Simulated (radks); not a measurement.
The numbers below are computed, except where a source is named.
Q: Ionisation of the technetium ion Tc3+, [Kr] 4d4, to [Kr] 4d3 as the strength of local exchange is varied. Code: a radial shooting solver on a logarithmic mesh with Libxc functionals. Model: non-relativistic Kohn-Sham, Slater X-alpha exchange (alpha = 2/3 is LDA exchange), no correlation, spin-polarised, spherical densities, point nucleus; open shells are filled with parallel spins first (spin-orbit coupling, left out, can overturn this in heavy ions); relativity is left out, which matters for an element this heavy.

alpha  E(Tc3+) (hartree)  exchange (hartree)  IE (eV)  -e of the level emptied (eV)  <r> of it (bohr)
0.65         -4193.62671          -113.99115   42.162                   35.374 (4d)             1.518
0.651        -4193.80209          -114.17099   42.185                   35.396 (4d)             1.517
0.667        -4196.60901          -117.05034   42.547                   35.739 (4d)             1.512
0.776        -4215.77796          -136.75902   45.060                   38.129 (4d)             1.476
0.8          -4220.00959          -141.12035   45.625                   38.668 (4d)             1.469
0.817        -4223.00939          -144.21438   46.027                   39.052 (4d)             1.463
?            -4251.16219          -173.34340   49.890                   42.750 (4d)             1.416

Which alpha was used in the last row?

A: alpha = 0.976. NIST Atomic Spectra Database: 41 +/- 1.7 eV (theoretical). The central value is not met in this range of alpha. Relativity is left out here, which matters for elements this heavy. Open shells are spherical and high-spin; term and fine-structure splittings are not resolved.
